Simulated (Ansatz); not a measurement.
TiIF3. Total charge 0; singlet. Geometry r2SCAN-D4/def2-SVP, basis def2-TZVP, Ansatz.

| run | HOMO (eV) | LUMO (eV) |
| --- | --- | --- |
| A | -9.48 | -2.37 |
| B | -8.09 | -3.77 |
| C | -8.07 | -3.90 |
| D | -10.96 | -1.20 |
| E | -10.64 | -1.20 |
| F | -8.49 | -3.39 |

In the def2 sets I takes a core potential; there is no spin–orbit coupling. LC-ωPBE has ω = 0.4 bohr⁻¹. HSE06 is defined as in plane-wave codes, on full-range PBE exchange.

Task: The runs used BHLYP, HSE06, LC-ωPBE, PBE0, r2SCANh, ωB97X-V. Estimate which is which.

Result: A BHLYP (50 % exact exchange); B HSE06 (range-separated); C r2SCANh (10 % exact exchange); D LC-ωPBE (range-separated); E ωB97X-V (range-separated); F PBE0 (25 % exact exchange). Exact exchange lowers occupied and raises empty levels; among semilocal functionals meta-GGAs tend to open the gap a little, and such runs are hard to tell apart. The gap grows from 4.17 eV (r2SCANh) to 9.75 eV (LC-ωPBE).
